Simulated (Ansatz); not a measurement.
Relaxation of CH$_{7}$AlN$_{2}$OSi (13 atoms, charge 0, multiplicity 1), to a largest force component of 0.015 eV/Å in at most 40 steps.

These are results of RKS PBE0/6-31G* (Ansatz), not measurements.

```xyz
13
Properties=species:S:1:pos:R:3:forces:R:3
N 0.391 -2.345 -0.836 1.18 2.65 0.39
Si 0.397 -1.469 0.733 -0.82 -0.38 -1.37
N 0.302 0.310 0.464 2.71 0.08 1.15
C -0.700 0.962 -0.162 -4.59 -2.88 -1.54
O -1.761 0.277 -0.581 4.30 2.82 1.65
Al -0.776 2.919 -0.416 -0.46 0.70 -0.39
H 0.474 -3.319 -0.649 0.27 -1.10 -0.19
H 1.233 -1.988 -1.381 -1.44 -1.01 0.72
H -0.743 -1.869 1.594 -0.01 -0.11 -0.11
H 1.652 -1.813 1.449 0.19 0.56 0.28
H 1.132 0.880 0.834 -1.79 -0.88 -0.90
H 0.484 3.781 0.107 -0.14 -0.06 -0.04
H -2.065 3.641 -1.141 0.59 -0.38 0.35
```

Problem. Where does it end, and by what steps?

Solution. The forces met the threshold. After 19 steps the energy has fallen by 0.928 eV; H7 moved furthest, 1.35 Å.

```csv
step,energy less start (eV),largest force component (eV/Å),accepted
0,0.0000,4.588,yes
1,-0.5923,1.805,yes
2,-0.6959,0.523,yes
3,-0.7003,1.120,yes
4,-0.7464,0.333,yes
5,-0.7702,0.252,yes
6,-0.8000,0.352,yes
7,-0.8354,0.437,yes
8,-0.8644,0.545,yes
9,-0.9007,0.171,yes
10,-0.8943,0.479,no
11,-0.9112,0.333,yes
12,-0.9208,0.069,yes
13,-0.9238,0.346,yes
14,-0.9265,0.061,yes
15,-0.9265,0.061,yes
16,-0.9248,0.137,no
17,-0.9274,0.099,yes
18,-0.9277,0.034,yes
19,-0.9277,0.010,yes
```

```xyz
13
Properties=species:S:1:pos:R:3
N 0.514 -2.440 -0.638
Si 0.482 -1.456 0.770
N 0.457 0.314 0.535
C -0.605 0.855 -0.136
O -1.474 0.103 -0.589
Al -0.835 2.840 -0.418
H -0.287 -2.382 -1.254
H 1.372 -2.514 -1.168
H -0.687 -1.821 1.601
H 1.763 -1.670 1.498
H 1.173 0.941 0.878
H 0.284 3.855 0.108
H -2.138 3.340 -1.172
```

Time of the run: 98 s on 2 threads of Arm Neoverse V1 (shared host), peak memory 0.27 GiB.
